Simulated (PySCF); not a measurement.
C6H7ClN2Si.
Cartesian coordinates in Å at the GFN2-xTB level; atoms count from 1:
```
atom  x, y, z in Å
C1     0.1923   -3.0506    0.6170
N2    -0.7213   -2.2988    0.2232
Si3   -0.8163   -0.6526   -0.2888
Cl4   -1.3443   -0.7490   -2.2388
C5     0.6553    0.4398   -0.0843
C6     1.6214    1.1506    0.0437
C7     2.7665    2.0132    0.1946
C8    -2.2802    0.0168    0.7581
C9    -2.5101    1.4010    0.4968
N10   -2.6772    2.5117    0.2773
H11    1.2342   -2.7478    0.7456
H12   -0.0422   -4.0841    0.8583
H13    3.4188    1.9204   -0.6732
H14    3.3246    1.7421    1.0903
H15    2.4345    3.0472    0.2805
H16   -3.1865   -0.5408    0.5169
H17   -2.0766   -0.1071    1.8223
```

Computed at PBE0/pcSseg-1 (PySCF, non-relativistic), with Q(14N) = 0.02044 b, Q(35Cl) = −0.0817 b: N2, 14N (I = 1): χzz = -4.883 MHz, η = 0.708; Cl4, 35Cl (I = 3/2): χzz = -42.28 MHz, η = 0.073; N10, 14N (I = 1): χzz = -4.519 MHz, η = 0.069.

Task: Find the zero-field quadrupole resonance frequencies of 14N at N2.

Result: From ν± = (3/4)|χ|(1 ± η/3) and ν0 = |χ|η/2: ν+ 4.526 MHz, ν− 2.798 MHz, ν0 1.728 MHz (C=N nitrogen).

Task: Find the zero-field quadrupole resonance frequencies of 35Cl at Cl4.

Result: From ν = (|χ|/2)√(1 + η²/3): ν = 21.16 MHz (silicon-bound chlorine). For 37Cl the ratio of quadrupole moments, 0.7881, gives 16.67 MHz.

Task: Find the zero-field quadrupole resonance frequencies of 14N at N10.

Result: From ν± = (3/4)|χ|(1 ± η/3) and ν0 = |χ|η/2: ν+ 3.468 MHz, ν− 3.311 MHz, ν0 0.157 MHz (nitrile nitrogen).

Task: Apply the simplest Townes–Dailey estimate (no s hybridisation, no π bonding), ionic character = 1 − χzz/χ0, where χ0 is the coupling for one missing p electron along the bond: −109.74 MHz for 35Cl.

Result: Cl4 on Si3: 1 − (-42.28)/(-109.74) = 0.61. In this model a purely covalent bond gives χ0 and a free halide ion gives zero; s hybridisation or π bonding, where present, is counted here as ionic character.

In a crystal, neighbours and librations shift these lines. One conformer (not necessarily the lowest) at the GFN2-xTB geometry, without solvent, vibrations or thermal averaging. GFN2-xTB bond lengths can be off by several hundredths of an ångström, more for odd bonds, and the gradients follow them. The basis is small and wasn't made for field gradients, so the couplings can be 20 % off.
